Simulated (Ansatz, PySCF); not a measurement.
Potential energy curve for H3FSi, SMILES F[SiH3]. The Si1–F5 bond (Si1 also carries H, H, H; F5 carries nothing else) is pulled apart rigidly from the PBE0/def2-TZVP optimised geometry.

Computed with: RKS-PBE = restricted PBE/6-31G run with Ansatz (an electronic-structure program); UKS-PBE = Ansatz with unrestricted PBE/6-31G; UKS-TPSSh = unrestricted TPSSh/6-31G (PySCF); UCCSD(T) = CCSD(T) on UHF/6-31G, 6 core orbitals frozen in PySCF.

Energies relative to the lowest point of each curve near equilibrium, in mEh; the last columns give the difference from UCCSD(T):

```
R / Å  RKS-PBE  UKS-PBE  UKS-TPSSh  UCCSD(T)  RKS-PBE − UCCSD(T)  UKS-PBE − UCCSD(T)  UKS-TPSSh − UCCSD(T)
-----  -------  -------  ---------  --------  ------------------  ------------------  --------------------
1.28     207.7    207.7      202.3     208.1                -0.4                -0.4                  -5.8
1.36     117.5    117.5      113.2     117.2                 0.3                 0.3                  -4.0
1.42      72.3     72.3       68.8      71.7                 0.6                 0.6                  -2.9
1.52      26.4     26.4       24.2      25.7                 0.7                 0.7                  -1.5
1.56      15.6     15.6       13.9      15.0                 0.7                 0.7                  -1.1
1.60       8.1      8.1        6.9       7.5                 0.5                 0.5                  -0.7
1.63       4.2      4.2        3.4       3.8                 0.4                 0.4                  -0.4
1.70       0.0      0.0        0.0       0.0                 0.0                 0.0                   0.0
1.74       0.0      0.0        0.5       0.3                -0.3                -0.3                   0.2
1.86       7.1      7.1        9.0       8.5                -1.5                -1.5                   0.4
2.00      23.2     23.2       26.7      26.3                -3.1                -3.1                   0.4
2.15      44.3     44.3       49.5      49.4                -5.1                -5.1                   0.1
2.40      80.0     80.0       87.7      89.1                -9.2                -9.2                  -1.5
2.62     107.9    107.9      117.4     118.7               -10.8               -10.8                  -1.3
2.91     137.9    137.7      145.2     147.7                -9.8               -10.0                  -2.5
3.18     159.4    155.8      160.4     165.5                -6.2                -9.7                  -5.1
3.56     181.1    170.7      173.1     175.7                 5.4                -5.0                  -2.6
3.95     195.9    179.1      180.3     178.2                17.6                 0.9                   2.0
4.35     205.5    184.1      184.3     178.9                26.6                 5.1                   5.4
4.83     212.4    187.3      186.9     179.3                33.1                 8.0                   7.6
5.59     217.7    189.6      188.7     179.3                38.3                10.2                   9.4
```

RKS-PBE is furthest from UCCSD(T) at 5.59 (38.3 mEh, above); its mean absolute difference over the points is 8.1 mEh.

UKS-PBE is furthest from UCCSD(T) at 2.62 (-10.8 mEh, below); its mean absolute difference over the points is 3.9 mEh.

UKS-TPSSh is furthest from UCCSD(T) at 5.59 (9.4 mEh, above); its mean absolute difference over the points is 2.6 mEh.

The restricted form behind RKS-PBE keeps the bonding electrons paired and can't separate into open-shell fragments. The unrestricted determinant behind UKS-PBE is spin-contaminated at 2.91 to 5.59 Å (<S²> up to 0.8, against 0.00 for a pure singlet). The unrestricted determinant behind UKS-TPSSh is spin-contaminated at 2.91 to 5.59 Å (<S²> up to 0.9, against 0.00 for a pure singlet). At the longest distance UKS-TPSSh leaves fractional charges on the fragments, a sign of delocalisation error or of the restricted form. The unrestricted determinant behind UCCSD(T) is spin-contaminated at 2.40 to 5.59 Å (<S²> up to 1.0, against 0.00 for a pure singlet).
